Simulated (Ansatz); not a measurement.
Relaxation of H₄OSSi₂ (8 atoms, charge 0, multiplicity 1), to a largest force component of 0.02 eV/Å in at most 50 steps.

The calculation used RKS PBE/def2-SVP in Ansatz 0.2.0.

```xyz
8
Properties=species:S:1:pos:R:3
O 0.021 1.916 -0.619
Si -0.160 0.773 0.512
Si 0.678 -1.246 0.119
S -1.210 -0.739 -0.484
H -0.600 1.825 -1.423
H -0.899 1.185 1.733
H 1.570 -1.491 -1.072
H 0.693 -2.280 1.179
```

Problem. Where does it end, and by what steps?

Solution. The forces met the threshold. After 9 steps the energy has fallen by 0.675 eV; H5 moved furthest, 0.61 Å.

| step | energy less start (eV) | largest force component (eV/Å) | accepted |
| --- | --- | --- | --- |
| 0 | 0.0000 | 3.230 | yes |
| 1 | -0.5338 | 0.963 | yes |
| 2 | -0.6028 | 0.331 | yes |
| 3 | -0.6428 | 0.375 | yes |
| 4 | -0.6299 | 0.573 | no |
| 5 | -0.6638 | 0.167 | yes |
| 6 | -0.6709 | 0.108 | yes |
| 7 | -0.6730 | 0.072 | yes |
| 8 | -0.6745 | 0.044 | yes |
| 9 | -0.6752 | 0.011 | yes |

```xyz
8
Properties=species:S:1:pos:R:3
O -0.264 2.092 -0.540
Si -0.411 0.721 0.412
Si 0.656 -1.259 0.097
S -1.489 -0.995 -0.358
H -0.003 1.932 -1.465
H -0.849 1.241 1.740
H 1.505 -1.524 -1.116
H 0.947 -2.266 1.174
```

Run time: 18 s on 2 threads of Intel(R) Xeon(R) Platinum 8488C (Sapphire Rapids), on a shared host, peak memory 0.14 GiB.
